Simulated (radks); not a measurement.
Task: All-electron atom: Dy XLVIII in [Ar] 3d1. Method: scalar-relativistic Kohn-Sham, PBE, spin-unpolarised, spherical densities, point nucleus; computed with a radial shooting solver on a logarithmic mesh with Libxc functionals. Some entries of the table are withheld. Estimate them.

| orbital | occ. | eigenvalue (hartree) | <r> (bohr) |
|---|---|---|---|
| 1s | 2 | -2082.121 | (1) |
| 2s | 2 | (2) | 0.08901 |
| 2p | 6 | (3) | 0.07867 |
| 3s | 2 | -165.5810 | 0.2189 |
| 3p | 6 | -154.5187 | 0.2144 |
| 3d | 1 | (4) | 0.1898 |
| 4s | 0 | (5) | (6) |
| 4p | 0 | -81.25755 | 0.4180 |

Result: 
(1) 1s <r> (bohr): 0.02111
(2) 2s eigenvalue (hartree): -435.6645
(3) 2p eigenvalue (hartree): -399.3137
(4) 3d eigenvalue (hartree): -142.7949
(5) 4s eigenvalue (hartree): -85.71991
(6) 4s <r> (bohr): 0.4157
